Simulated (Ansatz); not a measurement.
Gas-phase electronic energies from Ansatz, PBE0-D4/def2-TZVP geometries. CCSD(T)/CBS adds triple-zeta CCSD(T) − MP2 to the extrapolated MP2 energy (def2 sets, frozen cores). DFT in def2-TZVPP. B3LYP here is the variant with VWN-RPA as its local correlation; programs differ in this. For Ge outer-core shells are correlated without core-valence functions, which leaves a few kJ/mol of doubt a bond. Scalar relativity is left out up to krypton. Each species was taken in one conformer, which may not be the lowest.

`[OH][GeH2][SiH](O)O` + `[OH][GeH2][OH]` → `[OH][GeH2][O][SiH](O)O` + `[OH][GeH3]`  (cleavage of the Si–Ge bond)

(1) Is it downhill or uphill in electronic energy at CCSD(T)/CBS, and by how much? (Estimate.)

(2) What do these levels give: r2SCAN-D4, B3LYP-D4, r2SCAN, PBE0, B3LYP, MP2/def2-TZVPP, SCS-MP2/def2-TZVPP, CCSD/def2-TZVPP, CCSD(T)/def2-TZVPP, HF/def2-QZVPP, MP2/def2-QZVPP, SCS-MP2/def2-QZVPP? (Best estimate.)

Largest T1 diagnostic among the species: 0.012.

Answers

(1) The calculation gave: Downhill: ΔE = -139.1 kJ/mol.

(2) Ansatz gave: r2SCAN-D4 -136.2, B3LYP-D4 -135.6, r2SCAN -135.6, PBE0 -124.2, B3LYP -132.9, MP2/def2-TZVPP -144.8, SCS-MP2/def2-TZVPP -147.6, CCSD/def2-TZVPP -145.7, CCSD(T)/def2-TZVPP -142.7, HF/def2-QZVPP -169.3, MP2/def2-QZVPP -143.7, SCS-MP2/def2-QZVPP -146.9 kJ/mol.

In def2-TZVPP, CCSD(T) changes the Hartree–Fock value by +23.8 kJ/mol (the triples alone add +3.0 kJ/mol) and MP2 by +21.8 kJ/mol. From PBE to PBE0 (25 % exact exchange), in def2-TZVPP and without D4, ΔE moves by −12.7 kJ/mol.
